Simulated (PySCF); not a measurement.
# Electron correlation in Cu (copper, neutral)

[Ar] 3d9 4s2, 2D determinant (an excited configuration). Computed with PySCF 2.14 in x2c-TZVPPall, with scalar relativity by spin-free X2C-1e. Frozen: [Ar]; 11 electrons correlated.

| level | correlation energy (mhartree) |
| --- | --- |
| CCSD | -376.71 |
| (T) | -12.21 |
| CCSD(T) | -388.92 |

Diagnostics: T1 = 0.020, D1 = 0.0555, largest double amplitude 0.115.

Cost of the coupled-cluster step: of the order of 4 core-seconds, for 11 correlated electrons.
